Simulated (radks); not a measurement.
All-electron atom: Gd LVI in [He] 2s2 2p5. Calculated with a radial shooting solver on a logarithmic mesh with Libxc functionals: scalar-relativistic Kohn-Sham, r2SCAN, spin-polarised, spherical densities, finite nucleus; open shells are filled with parallel spins first (spin-orbit coupling, left out, can overturn this in heavy ions); meta-GGA in the generalised Kohn-Sham scheme; Fermi nuclear charge, rms radius 5.1569 fm.

Radial electron density D(r) = 4 pi r^2 rho(r):

r (bohr)  D(r) (e/bohr)  spin D(r)
0.00134           6.478  -0.000105
0.001663          9.107  0.0000973
0.002064          12.67   0.000660
0.002562          17.42    0.00203
0.003179          23.57    0.00516
0.003946          31.29     0.0120
0.004897          40.57     0.0266
0.006078          51.08     0.0568
0.007543          62.03      0.118
0.009362          72.09      0.238
0.01162           79.46      0.466
0.01431           82.32      0.863
0.01775           80.00       1.57
0.02204           73.27       2.73
0.02735           65.68       4.45
0.03394           62.29       6.72
0.04212           66.54       9.24
0.05228           76.28       11.3
0.06489           83.03       11.9
0.08053           77.31       10.6
0.09995           57.31       7.46
0.124             31.82       4.00
0.154             12.39       1.53
0.1895            3.312      0.405
0.2352           0.4992     0.0613
0.292           0.03912    0.00486
0.3624         0.001369   0.000174

D(r) has 2 maxima, at r = 0.0145, 0.0665 bohr, and minima at 0.0337 bohr, inside which lie 2.11 electrons.
